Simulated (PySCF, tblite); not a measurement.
Species: C4H6NPSi.
SMILES: `[SiH3]C1=NC=CP=C1`

Method: CAM-B3LYP/def2-SVPD in PySCF (dipole) on a GFN2-xTB geometry, gas phase.

Masses are those of the commonest isotopes; rigid-rotor values at the optimised geometry. 

Question: Give the principal moments of inertia and the rotational constants in MHz.

Answer: Ia = 123.90, Ib = 408.94, Ic = 526.96 u·Å²; 505379 MHz·u·Å²/I gives A = 4079, B = 1236, C = 959.1 MHz.

Question: What kind of rotor is it?

Answer: An asymmetric top; Ray's κ = -0.823.

Question: Is it planar, by Δ = Ic − Ia − Ib?

Answer: Not planar: Δ = Ic − Ia − Ib = -5.88 u·Å². For a rigid frame Δ = −2 Σ m c², so Σ m c² = 2.94 u·Å² lies off the ab plane, practically all of it from hydrogen. The atom farthest from that plane is 1.21 Å away.

Question: Give the other two planar moments, Paa and Pbb, and the rms extents of the mass along the axes.

Answer: Paa = Σ m a² = (Ib + Ic − Ia)/2 = 406.00 and Pbb = Σ m b² = (Ia + Ic − Ib)/2 = 120.96 u·Å². With the mass M = 127.00 u, the rms extents √(P/M) along a, b and c are 1.79, 0.98, 0.15 Å.

Question: Give the coordinates in the principal-axis frame, origin at the centre of mass.

Answer: The sense of each axis is arbitrary; atoms in the order of the calculation.
```csv
atom,mass (u),a (Å),b (Å),c (Å)
Si1,27.977,2.633,0.228,0.000
C2,12.000,0.747,0.011,0.000
C3,12.000,-0.140,1.074,0.000
P4,30.974,-1.869,0.927,0.000
C5,12.000,-1.975,-0.805,0.000
C6,12.000,-0.872,-1.636,0.000
N7,14.003,0.396,-1.272,0.000
H8,1.008,3.164,-0.397,1.209
H9,1.008,2.926,1.665,-0.003
H10,1.008,3.164,-0.402,-1.206
H11,1.008,0.270,2.077,0.000
H12,1.008,-2.962,-1.250,-0.001
H13,1.008,-1.024,-2.712,0.002
```

Question: Where do the levels up to J = 4 lie, in K?

Answer: Above 0(0,0), as E/k:
J = 1: 1(0,1) 0.105, 1(1,1) 0.242, 1(1,0) 0.255
J = 2: 2(0,2) 0.315, 2(1,2) 0.439, 2(1,1) 0.479, 2(2,1) 0.888, 2(2,0) 0.889
J = 3: 3(0,3) 0.627, 3(1,3) 0.735, 3(1,2) 0.814, 3(2,2) 1.204, 3(2,1) 1.209, 3(3,1) 1.920, 3(3,0) 1.920
J = 4: 4(0,4) 1.040, 4(1,4) 1.128, 4(1,3) 1.260, 4(2,3) 1.625, 4(2,2) 1.639, 4(3,2) 2.343, 4(3,1) 2.344, 4(4,1) 3.344, 4(4,0) 3.344
Those of J = 1 are B + C, A + C and A + B.

Question: Which lines would a microwave search look for?

Answer: The dipole components are |μa| = 0.92 D, |μb| = 0.36 D, |μc| = 0.00 D; the mirror of this Cs structure is the ab plane, so μc vanishes by symmetry and there are no c-type lines. The squared components, which scale the intensities, stand as 1.00 : 0.16 (a : b). Some lines, for components of 0.1 D or more:

```
type  branch         J(Ka,Kc)    MHz  lower level (cm⁻¹)
   a       Q  2(1,1) ← 2(1,2)    830               0.305
   b       R  2(0,2) ← 1(1,1)   1527               0.168
   a       R  1(0,1) ← 0(0,0)   2195               0.000
   b       Q  1(1,0) ← 1(0,1)   3120               0.073
   b       Q  2(1,1) ← 2(0,2)   3416               0.219
   a       R  2(1,2) ← 1(1,1)   4113               0.168
   a       R  2(0,2) ← 1(0,1)   4371               0.073
   a       R  2(1,1) ← 1(1,0)   4667               0.177
   b       R  1(1,1) ← 0(0,0)   5038               0.000
   b       R  2(1,2) ← 1(0,1)   6956               0.073
   b       Q  2(2,0) ← 2(1,1)   8549               0.333
   b       Q  2(2,1) ← 2(1,2)   9360               0.305
   b       R  2(2,1) ← 1(1,0)  13196               0.177
   b       R  2(2,0) ← 1(1,1)  13492               0.168
```

Question: Estimate the classical rotational partition function at 10 K, 50 K and 100 K.

Answer: Point group Cs, symmetry number σ = 1; q = (√π/σ)·√((kT/h)³/(ABC)), k/h = 20836.6 MHz/K: 2420 at 10 K, 27100 at 50 K, 76700 at 100 K.

Its lowest GFN2-xTB frequency is 9 cm⁻¹, too small to tell a flat minimum from a shallow saddle. Zero-point vibration and centrifugal distortion are left out. A rigid rotor knows nothing of internal rotation, which can split or shift real lines. Quadrupole hyperfine structure (14N) is left out.

The run took 20 s on an x86-64 server with one thread, on a shared host. This is the CAM-B3LYP/def2-SVPD job that gave the dipole, with the excitations it also computed.
